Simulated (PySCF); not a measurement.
**Computed spin Hamiltonian**

C7H13 (doublet state).
Geometry (GFN2-xTB, Å), atoms numbered from 1 in this order:
```
atom  x, y, z in Å
C1    -1.2551    2.2445   -0.1400
C2    -1.7592    0.9779   -0.2416
C3    -1.1286   -0.2024    0.1223
C4    -1.8038   -1.5178   -0.0664
C5     0.2612   -0.2386    0.6704
C6     1.3129   -0.2138   -0.4522
C7     2.7291   -0.2293    0.1070
H8    -1.8333    3.0941   -0.4542
H9    -0.2761    2.4452    0.2553
H10   -2.7597    0.8793   -0.6486
H11   -1.9704   -2.0043    0.8977
H12   -1.1766   -2.1885   -0.6567
H13   -2.7634   -1.4078   -0.5652
H14    0.4014   -1.1487    1.2587
H15    0.4332    0.6175    1.3260
H16    1.1664   -1.0801   -1.1009
H17    1.1631    0.6819   -1.0573
H18    2.8994    0.6391    0.7398
H19    2.8963   -1.1243    0.7030
H20    3.4581   -0.2134   -0.7001
```

The hyperfine couplings belong to this conformer and change with its torsions.

Identity: `[CH2]/C=C(/C)CCC` [radical].

Theory: UKS B3LYP, pcH-1 on C H, non-relativistic, mean-field spin-orbit, GIAO (PySCF). The structure is a single GFN2-xTB conformer in the gas phase; no vibrational or solvent corrections. Couplings are sensitive to structure, and on GFN2-xTB geometries they can be far from those on DFT ones. No stability test was run, so a lower SCF solution isn't excluded. ⟨S²⟩ is 0.774 where a pure state has 0.75.

* g1, g2, g3: 2.00219, 2.00277, 2.00293
* g_iso: 2.00263
* Form of g: rhombic: the two nearest values differ by 22 % of g3 − g1
* ⟨S²⟩: 0.7741 (exact 0.7500)
* α and β electrons: 28, 27
* Total energy: -274.55379 Eh
* Basis functions: 305

Isotropic coupling and dipolar principal values T1 to T3, in mT; ρ(0) is the spin density at the nucleus (MHz turned into mT with g_iso):

```csv
atom,isotope,a_iso,T1,T2,T3,Mulliken spin population,ρ(0) (bohr⁻³)
C1,13C,1.82,-1.73,-1.66,3.39,0.65,0.0454
C2,13C,-1.66,-0.95,0.36,0.59,-0.26,-0.0414
C3,13C,2.13,-1.89,-1.85,3.74,0.65,0.0531
C4,13C,-0.83,-0.05,0.01,0.04,-0.06,-0.0206
C5,13C,-0.69,-0.03,0.00,0.04,-0.05,-0.0173
C6,13C,1.09,-0.12,-0.11,0.23,0.03,0.0272
C7,13C,0.05,-0.03,-0.02,0.05,0.00,0.0012
H8,1H,-1.41,-0.85,0.00,0.85,-0.03,-0.0088
H9,1H,-1.35,-0.74,-0.03,0.77,-0.03,-0.0085
H10,1H,0.39,-0.18,-0.05,0.23,0.01,0.0025
H11,1H,2.72,-0.12,-0.09,0.22,0.03,0.0171
H12,1H,2.38,-0.12,-0.09,0.21,0.03,0.0149
H13,1H,0.08,-0.11,-0.09,0.20,0.00,0.0005
H14,1H,0.53,-0.11,-0.10,0.21,0.01,0.0033
H15,1H,0.82,-0.14,-0.05,0.19,0.01,0.0051
H16,1H,-0.07,-0.11,-0.05,0.16,0.00,-0.0004
H17,1H,-0.08,-0.14,0.00,0.13,0.00,-0.0005
H18,1H,-0.01,-0.04,-0.02,0.06,0.00,-0.0001
H19,1H,0.00,-0.04,-0.02,0.06,0.00,0.0000
H20,1H,0.07,-0.03,-0.02,0.05,0.00,0.0005
```

The largest Mulliken spin populations are on C1 (+0.65), C3 (+0.65) and C2 (-0.26). The positive populations add up to 1.42 and the negative ones to -0.42, together 2S = 1. The angles at C1 add up to 360.0°, so it is planar.

Axes: g3 points within 9° of the C1–H8 bond.

Under fast tumbling the dipolar parts average out, and these isotropic splittings remain: 3 × 1H (H11/H12/H13, I = 1/2, 4 lines) with 1.73 mT, 1 × 1H (H8, I = 1/2, 2 lines) with 1.41 mT, 1 × 1H (H9, I = 1/2, 2 lines) with 1.35 mT, 2 × 1H (H14/H15, I = 1/2, 3 lines) with 0.67 mT, 1 × 1H (H10, I = 1/2, 2 lines) with 0.39 mT and 2 × 1H (H16/H17, I = 1/2, 3 lines) with 0.08 mT.

Nuclei that the bonding pattern makes equivalent are averaged, as if the motion that swaps them (rotation, inversion, ring flip) were fast. H8 and H9 aren't averaged: C1 is flat or nearly so (angle sum 360°), and its turn about the short C1–C2 bond (1.37 Å) is taken as slow. The three 1H nuclei of mean +48.4 MHz run from 2.2 to 76.2 MHz in the frozen geometry. The 1H value of +18.9 MHz is a mean of couplings from 14.8 to 23.0 MHz in this one geometry, not an average over conformers.

The 13C coupling of C3 (59.7 MHz) shows only in satellite lines or after enrichment, since that isotope makes up about 1.07 % of natural carbon.

β density exceeds α density at some nuclei, such as C2 (-0.0414), C4 (-0.0206) and C5 (-0.0173), spin density in bohr⁻³. In a single determinant that takes different orbitals for the two spins, that is spin polarisation.
